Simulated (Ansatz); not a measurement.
Input and output for `C[OH+][Al-]([F])([F])[F]`.

```yaml
crystal:
  periodic: [false, false, false]
  atoms:
    - {symbol: C, position_ang: [0.342673, -1.127691, 0.766669]}
    - {symbol: O, position_ang: [0.707516, 0.034431, -0.002014]}
    - {symbol: Al, position_ang: [-0.625343, 1.224942, -0.670139]}
    - {symbol: F, position_ang: [-1.730621, 0.147112, -1.267963]}
    - {symbol: F, position_ang: [0.336761, 1.992519, -1.774751]}
    - {symbol: F, position_ang: [-1.088663, 2.020574, 0.698426]}
    - {symbol: H, position_ang: [1.236981, -1.543688, 1.228072]}
    - {symbol: H, position_ang: [-0.154833, -1.859000, 0.130321]}
    - {symbol: H, position_ang: [-0.340660, -0.778923, 1.537379]}
    - {symbol: H, position_ang: [1.399289, -0.161378, -0.642999]}
basis:
  gaussian: {orbitals: def2-TZVPD, final_grid: {core_spheres: 20, valence_spheres: 16, degree: 47}}
hamiltonian: {xc: {name: B2GP-PLYP}}
output: {forces: true}
```

```sh
$ ansatz run in.yaml --threads 4 --pin off --events-out ev --progress --plain --max-ram 10444MiB
```

Shortened log:

```
Functional definition: B2GP-PLYP
1830 factors; integrals over basis functions are off by at most 7.9e-4 eV
mean field evaluation 1: about -17877.4249 eV, gradient 6.2e1 eV
mean field evaluation 2: about -17877.5102 eV, gradient 6.2e1 eV
mean field evaluation 4: about -17883.1860 eV, gradient 2.8e0 eV
mean field evaluation 8: about -17883.2216 eV, gradient 1.4e-1 eV
mean field evaluation 16: about -17883.2217 eV, gradient 1.7e-5 eV
mean field -17883.22168437 eV, -657.1962752176 hartree, gradient 4.2e-6 eV, S^2 0.000000; 0 other end points of the search recorded, 0 dependent functions left out
10 core orbitals not correlated: weight in the atoms' cores, before any rotation towards them, 1.000 or more for the frozen orbitals, at most 0.000 for the correlated occupied ones
reference -17883.22182803 eV, -657.1962804969 hartree; 19, 19 occupied and 247, 247 virtual orbitals, 1830 factors
second order -38.49954984 eV of doubles, -0.00000000 eV of singles
Total energy: -17897.08166597 eV, -657.7056201468 hartree
Atom 0 at     0.342673    -1.127691     0.766669 Å, force    -0.097769    -0.298230     0.234641 eV/Å
Atom 1 at     0.707516     0.034431    -0.002014 Å, force    -0.002657     0.161959    -0.125203 eV/Å
Atom 2 at    -0.625343     1.224942    -0.670139 Å, force     0.037861    -0.008748     0.007873 eV/Å
Atom 3 at    -1.730621     0.147112    -1.267963 Å, force    -0.039969    -0.032620    -0.016411 eV/Å
Atom 4 at     0.336761     1.992519    -1.774751 Å, force     0.026471     0.034755    -0.040597 eV/Å
Atom 5 at    -1.088663     2.020574     0.698426 Å, force    -0.017780     0.028258     0.044123 eV/Å
Atom 6 at     1.236981    -1.543688     1.228072 Å, force    -0.110683     0.053167    -0.068843 eV/Å
Atom 7 at    -0.154833    -1.859000     0.130321 Å, force     0.074481     0.096000     0.074321 eV/Å
Atom 8 at    -0.340660    -0.778923     1.537379 Å, force     0.086604    -0.038842    -0.095871 eV/Å
Atom 9 at     1.399289    -0.161378    -0.642999 Å, force     0.043441     0.004302    -0.014035 eV/Å
Dipole moment:     0.734052    -0.967117     0.367239 e Å
```

Run time 52 s (4 threads of an Arm Neoverse N1 on a shared host); peak host memory 1.1 GiB.
